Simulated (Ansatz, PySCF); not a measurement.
Isomers of CH4B2O. All species are isolated molecules in the gas phase. One relaxed conformer stands for each flexible species; it need not be the lowest. Strings in code marks are SMILES.

Quantity: vertical ionisation energy (energy after one electron is removed minus that of the parent at the parent's geometry), in eV.

Level 1: frozen-core CCSD(T)/cc-pVTZ // B3LYP-D3(BJ)/def2-TZVP (Ansatz, a first-principles code)
Level 2: PBE-D3(BJ)/def2-TZVP // B3LYP-D3(BJ)/def2-TZVP (PySCF)
Level 3: frozen-core MP2/cc-pVTZ // B3LYP-D3(BJ)/def2-TZVP (Ansatz)
Level 4: HF/6-31G* // B3LYP-D3(BJ)/def2-TZVP (PySCF)

| species | level 2 | level 3 | level 4 |
|---|---|---|---|
| `BBC=O` | 9.39 | 10.15 | 8.40 |
| `B1BOC1` | 9.76 | 10.10 | 9.39 |
| `BOB=C` | 8.50 | 8.39 | 6.79 |
| `OC1BB1` | 9.19 | 9.35 | 7.89 |
| `BB1CO1` | 10.17 | 10.50 | 9.26 |

**Question.** What does level 1 give for each, and how far do the other levels lie from it on average?

**Answer.** 
- `BBC=O`: 9.67
- `B1BOC1`: 10.11
- `BOB=C`: 8.40
- `OC1BB1`: 9.23
- `BB1CO1`: 10.37
Mean absolute difference from level 1, which has limits of its own, over these rows (drawn at random from the members that have all these levels): level 2 0.190 eV, level 3 0.151 eV, level 4 1.21 eV.
